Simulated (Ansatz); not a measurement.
A structure relaxed at r2SCAN-D4/def2-SVP in Ansatz, charge 0, singlet:

```xyz
20

Zn    1.916    3.296    1.042
Zn    3.215    0.259    0.805
Zn   -2.024   -3.684   -0.719
Zn   -0.154   -1.349   -0.068
Zn    0.033   -3.505   -2.258
Zn   -2.731   -0.726    0.721
Zn   -0.499    4.125    0.009
Zn    0.628    0.719    1.325
Zn   -2.597    1.877    0.221
Zn    2.492   -1.482   -0.903
O    -1.373   -4.610   -2.112
O     1.527   -0.954    0.862
O     0.880   -2.054   -1.664
O     2.271    1.662    1.697
O    -1.813   -2.332    0.431
O     4.037   -0.575   -0.583
O    -2.103    3.534   -0.292
O    -0.993    0.440    0.477
O     1.158    4.718    0.353
O    -3.869    0.639    0.658
```

Task: Give its formula.

Result: the cluster Zn₁₀O₁₀ (the lowest singlet isomer of a short search).

Task: Summarise the bond lengths by kind (pairs closer than 1.2 times the sum of covalent radii, bridged metal pairs left out).

Result: 27 × O–Zn 1.74 to 2.17 Å.

Single mean-field runs in def2-SVP are fitted with def2-universal-jkfit. The structure comes from a short search, and lower isomers may exist.
